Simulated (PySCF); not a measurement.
# Broadened absorption spectrum of C4H9GeNO3

C4H9GeNO3.
SMILES: `CC(=O)[NH][GeH]1[O]CC[O]1`

Computed, not measured: TDDFT B3LYP/def2-SVPD, vertical, gas phase, core orbitals frozen in the response (PySCF). Geometry: PBE0-D3(BJ)/def2-SVP, one conformer, isolated molecule. Relativistic effects, spin–orbit coupling among them, are left out although an element past zinc is present.

Computed states:

```json
{"state": "S1", "E (eV)": "5.59", "f": "0.0008"}
{"state": "S2", "E (eV)": "6.38", "f": "0.0012"}
{"state": "S3", "E (eV)": "6.59", "f": "0.016"}
{"state": "S4", "E (eV)": "6.71", "f": "0.0038"}
{"state": "S5", "E (eV)": "6.73", "f": "0.102"}
{"state": "S6", "E (eV)": "6.85", "f": "0.0054"}
{"state": "S7", "E (eV)": "6.86", "f": "0.0057"}
{"state": "S8", "E (eV)": "6.92", "f": "0.015"}
{"state": "S9", "E (eV)": "7.11", "f": "0.059"}
{"state": "S10", "E (eV)": "7.26", "f": "0.0043"}
```

Broadening: Gaussians 0.25 eV wide at half height, area fixed by f = 4.319×10⁻⁹ ∫ε dν̃. The width is an assumption, not a result. The curve ends short of the highest state used, and states not computed would add to its high-energy end.

Problem. What does the envelope look like, and where are its maxima?

Solution. 
```csv
λ (nm),ε (L mol⁻¹ cm⁻¹)
186.0,11089
188.3,6193
190.5,2618
192.8,884
195.0,310
197.3,115
199.5,42
201.8,11
204.0,2
206.2,0
208.5,0
210.7,2
213.0,8
215.2,23
217.5,49
219.7,75
222.0,84
224.2,71
226.5,46
228.7,23
231.0,9
233.2,3
235.5,1
237.7,0
```

Maxima: 222 nm (5.59 eV), ε about 84, made up of S1 (100%) (ε in L mol⁻¹ cm⁻¹; maxima over ε = 5, shares over 10%). At its high-energy end, 6.66 eV, the curve is still rising (ε about 11000, from S3 and S5).

Problem. What would ε be at 5.59 eV, the highest of these maxima, with half the width (0.125 eV)?

Solution. About 168 L mol⁻¹ cm⁻¹ against 84.1, a factor of about 2.00; a lone state at its own centre would give exactly 2.

Problem. Coming from long wavelengths, where does ε first pass 100 L mol⁻¹ cm⁻¹?

Solution. At about 198 nm (6.27 eV), 0.68 eV above S1.

Problem. On this curve, what absorbance would a 10⁻³ mol/L sample give at 222 nm over a 1 cm path?

Solution. 222 nm is 5.585 eV, where ε is about 84 L mol⁻¹ cm⁻¹, so A = ε c l ≈ 0.084 (Beer–Lambert, with the gas-phase spectrum and the assumed width).

The vertical ionisation energy (ΔSCF) is 9.46 eV, 2.20 eV above S10.

Time: 17 min wall; peak memory 1.2 GiB. Hardware: Arm Neoverse N1, one thread, shared host.
